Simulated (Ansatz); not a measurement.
Molecule: InH₃, net charge 0, singlet state. SMILES: [InH3]
Structure (B3LYP-D3(BJ)/def2-TZVP (Ansatz, a program for electronic structure) minimum search):
```
In
H 1 1.7306
H 1 1.7306 2 120.00
H 1 1.7306 2 120.00 3 -180.00
```

Property: vertical ionisation energy (to the doublet state of charge +1; each state is the SCF solution reached for its spin; the molecule has degenerate orbitals, so one determinant may break the symmetry; the UHF <S^2> is 0.88 for the doublet (pure: 0.75)), in eV. Cores are frozen in the correlated levels unless marked. Open shells are spin-unrestricted. No spin-orbit coupling. Frozen are the shells of the preceding noble gas and the d and f shells that filled before the atom's block. In def2 rows, elements after Kr have scalar-relativistic effective core potentials. CBS(X,Y): correlation extrapolated as X^-3; Hartree-Fock from the larger set.

```tsv
level	program	vertical ionisation energy (eV)
SVWN5/def2-TZVPD	Ansatz	10.46
PBE/def2-TZVPD	Ansatz	?
B3LYP/def2-TZVPD	Ansatz	?
CAM-B3LYP/def2-TZVPD	Ansatz	10.69
wB97M-V/def2-TZVPD	Ansatz	10.74
B2PLYP/def2-TZVPD	Ansatz	10.55
SCS-MP2/def2-TZVPPD	Ansatz	10.80
CCSD/def2-SVPD	Ansatz	?
CCSD/def2-QZVPPD	Ansatz	?
CCSD(T)/CBS(def2-TZVPPD,def2-QZVPPD)	Ansatz	10.70
```

### Question
What belongs in the gaps?

### Answer

- PBE/def2-TZVPD, vertical ionisation energy (eV): 10.33
- B3LYP/def2-TZVPD, vertical ionisation energy (eV): 10.58
- CCSD/def2-SVPD, vertical ionisation energy (eV): 10.57
- CCSD/def2-QZVPPD, vertical ionisation energy (eV): 10.68
